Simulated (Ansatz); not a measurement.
Consider the ligand exchange at the Si–C bond: `SC[SiH2]I` + H–F → `F[SiH2]I` + CH₃SH.

Calculated with Ansatz (gas phase, PBE0-D4/def2-TZVP geometries, no zero-point term in ΔE). CBS: MP2 limit from def2 TZ/QZ plus the TZ coupled-cluster correction, frozen cores. This one scheme is used for every species. Functionals use def2-TZVPP. B3LYP here is the variant with VWN-RPA as its local correlation; programs differ in this. Elements past krypton have def2 core potentials. For I outer-core shells are correlated without core-valence functions, which leaves a few kJ/mol of doubt a bond. One conformer a species, not always the lowest.

Q: Is it downhill or uphill in electronic energy at CCSD(T)/CBS, and by how much? (Estimate.)

A: Computed: Downhill: ΔE = -29.3 kcal/mol.

Q: What do these levels give: PBE0-D4, B3LYP-D4, r2SCAN0-D4, BHLYP-D4, HF/def2-SVP, MP2/def2-SVP, CCSD/def2-SVP, HF/def2-TZVPP, MP2/def2-TZVPP, CCSD(T)/def2-TZVPP, HF/def2-QZVPP, MP2/CBS(def2)? (Estimate.)

A: The calculation gave: PBE0-D4 -28.4, B3LYP-D4 -31.4, r2SCAN0-D4 -31.2, BHLYP-D4 -32.5, HF/def2-SVP -34.9, MP2/def2-SVP -28.9, CCSD/def2-SVP -30.1, HF/def2-TZVPP -38.6, MP2/def2-TZVPP -29.0, CCSD(T)/def2-TZVPP -30.0, HF/def2-QZVPP -39.2, MP2/CBS(def2) -28.3 kcal/mol.

Largest T1 diagnostic among the species: 0.009.

Leaving LDA and LC-ωPBE aside and taking each functional with its dispersion term where it has one, the values, not all of them listed here, spread over 6.2 kcal/mol, from B2PLYP to revPBE-D4. LDA lies +2.9 kcal/mol from PBE without D4. In def2-TZVPP, CCSD(T) changes the Hartree–Fock value by +8.6 kcal/mol (the triples alone add +1.3 kcal/mol) and MP2 by +9.6 kcal/mol.
